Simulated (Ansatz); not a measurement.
Reaction (redistribution): `[CH3][Al]([SiH3])[O][SiH3]` + `[CH3][InH][CH2]O` → `[CH3][Al]([SiH3])[CH2]O` + `[CH3][InH][O][SiH3]`

Calculated with Ansatz (gas phase, PBE0-D4/def2-TZVP geometries, no zero-point term in ΔE). CCSD(T)/CBS adds triple-zeta CCSD(T) − MP2 to the extrapolated MP2 energy (def2 sets, frozen cores). Functionals use def2-TZVPP. B3LYP here is the variant with VWN-RPA as its local correlation; programs differ in this. def2 core potentials past Kr. For In outer-core shells are correlated without core-valence functions, which leaves a few kJ/mol of doubt a bond. Each species was taken in one conformer, which may not be the lowest.

`[CH3][Al]([SiH3])[O][SiH3]`:

Z-matrix (Å, degrees):
```
C
Al 1 1.943
H 1 1.095 2 110.6
H 1 1.092 2 112.2 3 -120.5
H 1 1.095 2 111.2 3 118.0
Si 2 2.455 1 125.6 3 -66.6
O 2 1.692 1 118.8 3 113.4
H 6 1.493 2 110.8 1 -111.2
H 6 1.492 2 111.4 1 129.8
H 6 1.491 2 112.7 1 8.9
Si 7 1.624 2 160.4 1 179.3
H 11 1.487 7 110.0 2 -122.9
H 11 1.487 7 110.0 2 117.3
H 11 1.489 7 111.0 2 -2.8
```

`[CH3][InH][CH2]O`:

Cartesian coordinates in Å:
```
C 0.471 -1.658 0.904
In -0.046 0.439 0.976
C -0.438 1.421 -0.941
O -0.664 0.520 -2.017
H 0.155 -2.113 -0.035
H 1.555 -1.773 0.997
H 0.009 -2.197 1.733
H -0.132 1.284 2.488
H 0.358 2.141 -1.179
H -1.353 2.009 -0.838
H 0.087 -0.072 -2.088
```

`[CH3][Al]([SiH3])[CH2]O`:

Cartesian coordinates in Å:
```
C 0.330 0.013 2.087
Al 0.111 -0.053 0.151
Si 1.773 -1.174 -1.287
C -1.444 0.775 -0.745
O -2.302 1.378 0.219
H 0.420 -0.992 2.512
H 1.247 0.547 2.360
H -0.514 0.517 2.564
H 1.436 -1.122 -2.740
H 1.923 -2.617 -0.931
H 3.128 -0.563 -1.138
H -1.972 0.007 -1.335
H -1.085 1.510 -1.485
H -3.050 1.775 -0.233
```

`[CH3][InH][O][SiH3]`:

```xyz
11

C     0.154   -0.115    2.018
In    0.339   -1.514    0.420
O     0.065   -0.612   -1.350
Si   -0.302    0.870   -1.888
H    -0.768    0.452    1.884
H     0.992    0.583    1.973
H     0.147   -0.603    2.992
H     0.656   -3.169    0.162
H    -1.038    0.792   -3.181
H     0.922    1.697   -2.106
H    -1.166    1.619   -0.922
```

Q: Is it downhill or uphill in electronic energy at CCSD(T)/CBS, and by how much? (Best estimate.)

A: The calculation gave: Uphill: ΔE = +74.9 kJ/mol.

Q: What do these levels give: r2SCAN-D4, PBE0-D4, ωB97X-V, ωB97M-V, PBE, PBE0, B3LYP, HF/def2-TZVPP, CCSD/def2-TZVPP, MP2/def2-QZVPP, SCS-MP2/def2-QZVPP, MP2/CBS(def2)? (Estimate.)

A: The calculation gave: r2SCAN-D4 77.9, PBE0-D4 77.0, ωB97X-V 76.1, ωB97M-V 78.3, PBE 74.4, PBE0 77.4, B3LYP 80.8, HF/def2-TZVPP 82.0, CCSD/def2-TZVPP 81.8, MP2/def2-QZVPP 78.6, SCS-MP2/def2-QZVPP 77.8, MP2/CBS(def2) 76.3 kJ/mol.

Largest T1 diagnostic among the species: 0.014.
